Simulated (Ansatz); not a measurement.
The cluster Al3Ga2⁺. The state is a singlet with charge 1. Geometry r2SCAN-D4/def2-SVP.

```xyz
5

Al   -1.285    1.162    1.468
Al    0.207   -0.908    2.055
Al    0.747   -0.172   -2.475
Ga    0.948   -1.123   -0.216
Ga   -0.617    1.040   -0.832
```

The restricted singlet is unstable towards broken spin symmetry in Hartree–Fock (as tested in another run); at HF/def2-TZVP, PBE-D4/def2-TZVP, r2SCAN-D4/def2-TZVP, PBE0-D4/def2-TZVP and others this wasn't settled. Another isomer (triplet) lies 0.08 eV lower at PBE0-D4/def2-TZVP; other spin states weren't run for this one.

Problem. Estimate the orbital energies around the gap (eV) in Ansatz with HF/def2-TZVP, PBE-D4/def2-TZVP, r2SCAN-D4/def2-TZVP, PBE0-D4/def2-TZVP, CAM-B3LYP-D4/def2-TZVP.

Solution. 
```
orbital  HF/def2-TZVP  PBE-D4/def2-TZVP  r2SCAN-D4/def2-TZVP  PBE0-D4/def2-TZVP  CAM-B3LYP-D4/def2-TZVP
 HOMO−5        -17.77            -13.86               -14.20             -15.09                  -16.49
 HOMO−4        -17.02            -13.42               -13.70             -14.56                  -16.02
 HOMO−3        -13.10            -11.04               -11.20             -11.75                  -12.75
 HOMO−2        -12.31            -10.60               -10.71             -11.24                  -12.16
 HOMO−1        -10.69             -9.02                -9.17              -9.64                  -10.44
   HOMO        -10.29             -8.99                -9.15              -9.53                  -10.22
   LUMO         -5.14             -8.32                -8.35              -7.75                   -6.81
 LUMO+1         -4.82             -7.94                -7.93              -7.37                   -6.48
 LUMO+2         -4.20             -7.40                -7.38              -6.81                   -5.83
 LUMO+3         -3.54             -6.77                -6.71              -6.13                   -5.22
 LUMO+4         -3.52             -6.72                -6.63              -6.10                   -5.18
 LUMO+5         -1.51             -5.06                -4.81              -4.25                   -3.17
```
